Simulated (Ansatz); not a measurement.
A series at Si: from `N[Si](N)(N)N`, ligands are replaced one by one, each step taking up HCl and setting free NH₃; n counts the steps. Ansatz, PBE0-D4/def2-TZVP geometries. Each molecule was computed in one conformer, which needn't be the lowest.

```csv
n,molecule,"HOMO energy, ωB97M-V/def2-TZVPP (eV)"
0,`N[Si](N)(N)N`,-9.11
1,`N[Si](N)(N)Cl`,-9.83
2,`N[Si](N)(Cl)Cl`,?
3,`N[Si](Cl)(Cl)Cl`,-10.68
4,`Cl[Si](Cl)(Cl)Cl`,-11.77
```

Task: By hand: fit a straight line y = ȳ + b (n − n̄) to the 4 given rows and predict n = 2.

Result: n̄ = 2.000, ȳ = -10.348; Σ(n − n̄)(y − ȳ) = -6.170, Σ(n − n̄)² = 10.000, so b = -0.617 eV a step. Prediction: -10.348 + (-0.617) × (0.000) = -10.35 eV.

Task: By hand: compare with the computed value, -10.33 eV, and give the steps along the whole series.

Result: The line misses by 0.02 eV (computed minus predicted). Steps: -0.72, -0.50, -0.35, -1.09 eV.

The steps differ by up to 0.74 eV without a steady trend. The highest orbital can change its character along such a series. The miss is 0.8 % of the series' range.
